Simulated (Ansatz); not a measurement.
C2H, doublet, geometry from GFN2-xTB. Base run: Ansatz (a first-principles code) with CAM-B3LYP/def2-SV(P).

Geometry (Å):
```xyz
3

C      0.0000     0.0000    -0.7233
C      0.0000     0.0000     0.4687
H      0.0000     0.0000     1.5277
```
Charge 0, spin multiplicity 2.
Orbitals are unrestricted.
All else is at Ansatz's defaults.
Base energy -76.49742 Eh.

Variants of this job, named by their change:

```json
[
 {"change": "base", "ΔE vs base (µEh)": "0.0"},
 {"change": "nuclear_model = gaussian", "ΔE vs base (µEh)": "6.2"},
 {"change": "final_grid = 10, 20, 41", "ΔE vs base (µEh)": "0.0"},
 {"change": "point_charge = charge:-1.0 position_ang:0.9144, -2.6551, -2.6281", "ΔE vs base (µEh)": "-2018"},
 {"change": "forces = on", "ΔE vs base (µEh)": "0.0"},
 {"change": "point_charge = charge:1.0 position_ang:-3.5496, 0.2693, 2.5529", "ΔE vs base (µEh)": "401"},
 {"change": "fitting.mean_field = def2-universal-JKFIT", "ΔE vs base (µEh)": "-10.0"},
 {"change": "lower_state_search = off", "ΔE vs base (µEh)": "0.0"},
 {"change": "final_grid = 14, 28, 59", "ΔE vs base (µEh)": "0.0"},
 {"change": "lower_state_search = full", "ΔE vs base (µEh)": "0.0"},
 {"change": "final_grid = 4, 8, 17", "ΔE vs base (µEh)": "115"}
]
```
